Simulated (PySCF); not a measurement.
## A small calculation by hand: chemical shift, span and skew from a shielding tensor

C3H9ClOSi, SMILES Cl[SiH2]CCCO. Atoms are numbered in the order given.

```xyz
15

O     -2.6329    -0.7296     0.7853
C     -2.2467    -0.9711    -0.5499
C     -1.5897     0.2434    -1.2068
C     -0.4405     0.8323    -0.3774
Si     0.9525    -0.3706    -0.0166
Cl     2.5740     0.7146     0.6926
H     -3.3060    -0.0390     0.7805
H     -3.1002    -1.3142    -1.1673
H     -1.5347    -1.8139    -0.5093
H     -2.3570     1.0206    -1.3792
H     -1.2303    -0.0536    -2.2078
H     -0.8207     1.1925     0.5925
H      0.0008     1.7032    -0.8901
H      1.3821    -1.0719    -1.2598
H      0.5986    -1.3735     1.0203
```

Geometry optimised at ωB97X-D3(BJ)/def2-SVP. This is a generated structure with no PubChem entry under its InChIKey; it may be hypothetical. The values are those of a single conformer.

GIAO shieldings from KT2/pcSseg-1 in PySCF, non-relativistic, no solvent. The symmetric part of the tensor of C2 has the principal values 88.2, 108.0, 151.4 ppm. The same nucleus in TMS has σ = 185.1 ppm at this level (PySCF, at its B3LYP-D3(BJ)/def2-TZVP geometry). Without spin–orbit terms, shifts of atoms bonded to Cl or Br come out too high.

Work out the isotropic shielding, the ¹³C shift against TMS, the span and the skew.


σ(iso) = (σ11 + σ22 + σ33)/3 = 115.9 ppm. δ = σ(ref) − σ(iso) = 185.1 − (115.9) = 69.2 ppm.
Span Ω = σ33 − σ11 = 63.2 ppm. Skew κ = 3(σ(iso) − σ22)/Ω = 0.37. Tumbling in solution averages the tensor to δ; in a static solid the shielding alone would spread this spin-1/2 line over Ω.
